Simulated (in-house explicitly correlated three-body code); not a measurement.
Results of a calculation; reference values are marked as such.
**Taking the two-electron ground state apart, Z = 2.56**

A variational code in 260 exponentially correlated functions gives, for two electrons around a point charge Z = 2.56 (non-relativistic, fixed nucleus, atomic units): E = -5.1080846, <1/r> = 2.248059 per electron, <1/r12> = 1.293891. From its density, U = 2.751232 (Hartree energy) and T_s = 5.069371 (kinetic energy of the doubly filled orbital √(n/2)). Further, <r²> = 0.648666 per electron, <r12²> = 1.35492 and <p1·p2> = 0.231511.

**Question.** Check the virial theorem, and compare with the screened hydrogenic estimate.

**Answer.** V = −2Z<1/r> + <1/r12> = -11.510062 + 1.293891 = -10.216171, and 2E = -10.216169, so T = −E = 5.108085. A product of 1s orbitals with exponent Z − 5/16 = 2.2475 gives −2.2475² = -5.05126, which is 56.8 millihartree too high.

**Question.** Find the exchange and correlation energies of density-functional theory.

**Answer.** For two electrons in one orbital E_x = −U/2 = -1.375616. The potential part of correlation is U_c = <1/r12> − U − E_x = -0.081725, the kinetic part T_c = T − T_s = 0.038714, and E_c = T_c + U_c = -0.043011 hartree. Restricted Hartree-Fock gives -5.065101, so the correlation energy of wave-function theory is -0.042984.

**Question.** What do the second moments say about angular correlation and diamagnetism?

**Answer.** From r12² = r1² + r2² − 2 r1·r2, <r1·r2> = <r²> − <r12²>/2 = -0.02879 bohr². It vanishes for a product of s orbitals, and its negative sign shows that the electrons favour opposite sides of the nucleus. The Langevin susceptibility is −0.79199e-6 × 2<r²> = -1.027e-6 cm³/mol.

**Question.** How does a model nuclear mass of 5.1 u change the ionisation energy, to first order in m/M (1 hartree = 27.211386 eV)?

**Answer.** m/M = 1/(5.1 × 1822.8885) = 1.07565e-04. With a fixed nucleus the second electron is bound by −Z²/2 − E = 1.831285 hartree = 49.8318 eV. The reduced mass scales this by 1 − m/M, a change of -5.360 meV. The mass-polarisation term raises the two-electron state by (m/M)<p1·p2> = 24.90 microhartree, a further -0.678 meV. The sum is 49.8258 eV, before relativistic and QED terms.
